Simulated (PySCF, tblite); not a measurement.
Calculations on `C(=O)(/C(=C\C)C)O[CH2]` [radical], in the order of a workflow; each names the level of the geometry that it ran on. Settings lines and outputs come from a driver script.

Compound: C₆H₉O₂ (doublet state).
Numbering: `[CH2:1][O:2][C:3](=[O:4])/[C:5]([CH3:6])=[CH:7]\[CH3:8]` (hydrogens: H9, H10 on C1; H11, H12, H13 on C6; H14 on C7; H15, H16, H17 on C8)

Step 1: GFN2-xTB geometry optimisation, gas phase (tblite 0.8.0) (from a force-field or distance-geometry start)
```json
{"job": {"kind": "relax", "xc": "GFN2-xTB", "basis": "xTB"}, "charge": 0, "multiplicity": 2}
```
```
step      E/eV     max force
  0    -693.09215    2.806
  1    -693.22727    0.633
  2    -693.24740    0.473
...
 78    -693.34333    0.011
 79    -693.34335    0.013
 80    -693.34337    0.013
 81    -693.34339    0.010
 82    -693.34340    0.009
```

Energy lowered by 5.8 kcal/mol over 82 steps; largest atomic force 0.009 eV/Å at the end. «max force» is the largest atomic force in eV/Å.

Step 2: GFN2-xTB harmonic vibrations, gas phase (tblite 0.8.0) (on the GFN2-xTB geometry)
```json
{"job": {"kind": "ir", "xc": "GFN2-xTB", "basis": "xTB"}, "charge": 0, "multiplicity": 2}
```
```
(table of modes left out)
```

45 modes from 33 to 3190 cm⁻¹ (unscaled, harmonic); zero-point energy 83.6 kcal/mol; all wavenumbers are real at this level.

Step 3: UKS B3LYP, pcH-1 on C H O, non-relativistic, mean-field spin-orbit, GIAO (PySCF 2.14.0) (on the GFN2-xTB geometry)
```json
{"job": {"kind": "epr", "basis": "pcH-1"}, "charge": 0, "multiplicity": 2}
```
```
...
E = -384.46774460 Eh   <S^2> = 0.7543 (exact 0.7500)
g shifts (ppm)      1          2          3
  rmc          -171       -171       -171
  gc              2         44         36
  oz_so         -10        443       1551
  total        -180        316       1415
hyperfine (MHz)  atom isotope    a_iso     a_fc   dipolar eigenvalues
    0   13C      82.98      82.98    -77.46    -74.82    152.28
    1   17O      -6.90      -6.90    -30.49     14.33     16.16
    2   13C       5.45       5.45     -5.87     -3.20      9.07
    3   17O      -3.22      -3.22    -16.94      7.94      9.00
    4   13C      -6.81      -6.81     -3.99      1.19      2.80
    5   13C       0.67       0.67     -0.38     -0.23      0.60
    6   13C       4.26       4.26     -4.31     -3.75      8.06
    7   13C      -1.81      -1.81     -0.21      0.02      0.19
    8    1H     -64.04     -64.04    -35.18     -0.30     35.48
    9    1H     -63.59     -63.59    -36.69      0.06     36.63
   10    1H      -2.03      -2.03     -1.60     -1.34      2.94
   11    1H      -1.87      -1.87     -1.66     -1.38      3.05
   12    1H      -0.38      -0.38     -0.75     -0.46      1.21
   13    1H      -3.72      -3.72     -2.14     -0.44      2.58
   14    1H       7.05       7.05     -0.62     -0.42      1.04
...
```

⟨S²⟩ 0.754; g_iso 2.0028. rmc, gc and oz_so are the mass-correction, gauge-correction and orbital-Zeeman/spin–orbit parts of the g shift along its three principal axes; a_iso is the isotropic hyperfine coupling and a_fc its Fermi-contact part. The log counts atoms from 0, this text from 1.

Which step took the most CPU time, and about what did each take on an Arm Neoverse V1 with one thread, no GPU (shared host)?

Step 3, about 99 % of the total. CPU time by step: 1: 0.47 s, 2: 0.49 s, 3: 77 s.

Geometry of the electronic-property runs (GFN2-xTB):
```
atom  x, y, z in Å
C1     2.853   -1.129    0.546
O2     1.928   -0.320    0.050
C3     0.602   -0.548    0.335
O4     0.275   -1.489    1.032
C5    -0.251    0.462   -0.297
C6     0.455    1.532   -1.082
C7    -1.589    0.454   -0.194
C8    -2.448   -0.513    0.536
H9     2.566   -1.955    1.171
H10    3.863   -0.898    0.277
H11    1.015    1.096   -1.908
H12    1.162    2.066   -0.450
H13   -0.263    2.243   -1.483
H14   -2.131    1.248   -0.697
H15   -2.994    0.008    1.324
H16   -3.187   -0.934   -0.145
H17   -1.864   -1.312    0.977
```

 (This holds for the electronic-property runs.)

One conformer stands for the species.
